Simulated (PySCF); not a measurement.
Heteronuclear NMR

Cartesian coordinates in Å; atom numbers follow the order of the lines, from 1:
```xyz
11

F     0.659    1.688   -0.980
C     0.752    0.328   -1.058
C     0.413   -0.314    0.275
F     0.587   -1.645    0.130
F     1.244    0.122    1.235
C    -1.035   -0.092    0.768
F    -1.254    1.186    1.039
F    -1.893   -0.482   -0.175
F    -1.261   -0.805    1.864
H     0.070   -0.044   -1.825
H     1.780    0.045   -1.299
```

PySCF calculation with geometry: PBE0-D3(BJ)/def2-TZVP and NMR shieldings at B97-2/pcSseg-2/GIAO; rapidly exchanging positions averaged, non-relativistic Hamiltonian, isolated molecule, a single conformation.

Predict the ¹⁹F NMR data.

## Answers


```json
{"atoms": "F7/F8/F9", "environment": "fluorine of a CF3 group", "σ (ppm)": "270.6", "δ (ppm)": "-83.9"}
{"atoms": "F4/F5", "environment": "fluorine of a CF2 group", "σ (ppm)": "317.2", "δ (ppm)": "-128.1"}
{"atoms": "F1", "environment": "fluorine on an sp3 carbon", "σ (ppm)": "431.7", "δ (ppm)": "-236.8"}
```

Shieldings were converted by a linear fit to measured shifts: ¹⁹F: δ = 163.32 − 0.949σ +9.6 on sp3 carbon (rms 4.2 ppm, 161 shifts, 5.7 ppm with the 8 outliers that the fit left out vs CFCl3, solution or neat liquid). Occasional misses reach two or three times the rms, and more in compound classes unlike the fitted ones.

On a 300 MHz spectrometer ¹⁹F resonates near 282.3 MHz, so 1 ppm is 282.3 Hz.
